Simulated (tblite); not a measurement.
Start geometry of `F[C@@H]1[SiH2]SCS[C@H]1F` from a force field or distance geometry (Å):
```
atom  x, y, z in Å
F1    -1.024   -0.595   -1.821
C2    -1.317   -0.497   -0.471
Si3   -0.968    1.286    0.004
S4     1.057    1.661   -0.617
C5     2.113    0.238   -0.141
S6     1.278   -1.351   -0.479
C7    -0.305   -1.287    0.366
F8    -0.109   -0.524    1.524
H9    -2.348   -0.779   -0.223
H10   -1.927    2.210   -0.610
H11   -1.095    1.335    1.474
H12    2.251    0.280    0.963
H13    3.099    0.295   -0.641
H14   -0.705   -2.271    0.649
```

Task: What comes out of this run: GFN2-xTB geometry optimisation, gas phase (tblite)?

Result: 
```
atom  x, y, z in Å
F1    -1.5642   -0.7425   -1.5754
C2    -1.2840   -0.4409   -0.2603
Si3   -0.8524    1.4324   -0.0972
S4     1.1459    1.7720   -0.7798
C5     1.9602    0.3222   -0.0172
S6     1.3959   -1.2902   -0.6161
C7    -0.2155   -1.4061    0.2388
F8    -0.0465   -1.1841    1.5813
H9    -2.2016   -0.6598    0.3018
H10   -1.7137    2.1556   -1.0089
H11   -0.9517    1.7433    1.3256
H12    1.8396    0.3613    1.0625
H13    3.0119    0.3854   -0.2839
H14   -0.5244   -2.4492    0.1065
```

The energy falls by 18.6 kcal/mol over 54 L-BFGS steps, the largest force on an atom goes from 1.80 to 0.009 eV/Å, and the atoms move by 0.422 Å rms after alignment. The bond that changes most is C2–Si3 (sp3 C–F carbon to SiH2 silicon), which lengthens by 0.052 Å. Bonds longer at the end by more than 0.005 Å: 2 of 14; shorter: 10. Among the angles that change most is Si3–C2–C7, from 103.2° to 115.5°. Among the dihedrals that turn most is F1–C2–C7–H14, from -99° to -56°. Rotational constants go from 1432, 1374, 1072 to 1397, 1226, 916.0 MHz. The orientation of the end geometry is arbitrary; only internal coordinates are fixed.

Hardware: one thread of an Arm Neoverse N1, on a shared host. Cost: 0.74 s of wall time.

Its GFN2-xTB frequencies are all real (lowest 63 cm⁻¹). One conformer, not necessarily the lowest.

These are computed values.
